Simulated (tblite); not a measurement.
C₇H₈NP.
Numbering: `[CH2:1]=[CH:2][c:3]1[n:4][cH:5][cH:6][p:7][c:8]1[CH3:9]` (hydrogens: H10, H11 on C1; H12 on C2; H13 on C5; H14 on C6; H15, H16, H17 on C9)

Geometry (GFN2-xTB, Å), atoms numbered from 1 in this order:
```xyz
17
C7H8NP angstrom
C     -0.8563    2.5620    0.4848
C     -1.0707    1.2750    0.2399
C      0.0172    0.3097    0.0582
N      1.2416    0.8298    0.1581
C      2.3271    0.1048    0.0205
C      2.3902   -1.2512   -0.2392
P      0.9828   -2.2393   -0.4278
C     -0.2642   -1.0374   -0.1978
C     -1.6769   -1.5444   -0.2928
H      0.1469    2.9439    0.5600
H     -1.6668    3.2587    0.6151
H     -2.0788    0.8964    0.1659
H      3.2508    0.6657    0.1289
H      3.3585   -1.7254   -0.3297
H     -1.6747   -2.6149   -0.4966
H     -2.2158   -1.3759    0.6397
H     -2.2179   -1.0457   -1.0971
```

All values are computed: GFN2-xTB (tblite) harmonic vibrations without scaling, gas phase. Against measured fundamentals such values can be off by several per cent, at times by over 20. One conformer, not necessarily the lowest.

Harmonic wavenumbers (cm⁻¹): 29.4, 81.4, 178.8, 216.4, 221.9, 316.1, 316.9, 401.3, 406.4, 423.3, 501.7, 575.4, 690.5, 728.7, 759.4, 777.0, 866.2, 897.3, 903.8, 925.3, 1009.6, 1012.2, 1014.1, 1086.0, 1129.5, 1163.0, 1265.8, 1291.9, 1316.2, 1355.2, 1388.3, 1399.2, 1447.9, 1481.5, 1489.3, 1521.5, 1661.2, 2993.3, 3000.8, 3004.4, 3012.8, 3048.5, 3092.5, 3107.7, 3145.2.

A = 2300, B = 1275, C = 824.3 MHz; mass 137.039 u (most abundant isotopes); point group Cs, symmetry number 1.

Question: What is the zero-point energy?

Answer: Half the sum of the wavenumbers: 28327 cm⁻¹ = 338.87 kJ/mol.

Question: Give the ideal-gas entropy at 200 K and 1 bar in the rigid-rotor, harmonic-oscillator model (classical rotation).

Answer: Translation 161.92, rotation 117.51, vibration 66.58: S = 346.0 J/(mol K).

Question: And Cp and H(200 K) − H(0)?

Answer: Cp = 108.25 J/(mol K), of which vibrations give 74.99 (their classical limit is 45 R = 374.2); H(200 K) − H(0) = 13.80 kJ/mol without the zero-point energy, 7.15 from vibrations.

Question: Blend soft modes into free rotors: weight 1/[1 + (100 cm⁻¹/ν̃)⁴] for the oscillator and the rest for a rotor with moment μB/(μ + B), μ = h/(8π²ν), B = 10⁻⁴⁴ kg m². What vibrational entropy results?

Answer: 59.86 J/(mol K) in place of 66.58, which changes −T·S at 200 K by +1.34 kJ/mol.

Question: Which modes carry the vibrational entropy at 200 K?

Answer: 29.4 cm⁻¹: 21.25; 81.4 cm⁻¹: 12.88; 178.8 cm⁻¹: 6.77; 216.4 cm⁻¹: 5.43; 221.9 cm⁻¹: 5.26; 316.1 cm⁻¹: 3.07 J/(mol K); the other 39 give 11.93 together.

Question: What must be added to the electronic energy to get the Gibbs energy at 200 K and 1 bar?

Answer: ZPE + [H(200 K) − H(0)] − T·S = 338.87 + 13.80 − 69.20 = 283.47 kJ/mol.

Question: How do the functions run with temperature in this model?

Answer: 
```tsv
T (K)	S (J/(mol K))	Cp (J/(mol K))	H − H(0) (kJ/mol)	G − H(0) (kJ/mol)	ln q(vib)
150	317.9	88.3	8.89	-38.80	2.65
250	372.3	128.5	19.72	-73.37	4.80
298.15	396.7	148.2	26.38	-91.88	5.86
400	445.8	187.3	43.51	-134.81	8.15
600	533.7	246.2	87.27	-232.96	12.69
900	644.8	300.4	170.01	-410.31	19.21
```

q(vib) and H(0) count from the zero-point level.

Hindered rotation and anharmonicity are outside this model. Other conformers, if any are populated, would add a mixing term that is left out.

Run on Arm Neoverse V1, one thread, no GPU, on a shared host. This covers the Hessian and the dipole derivatives.
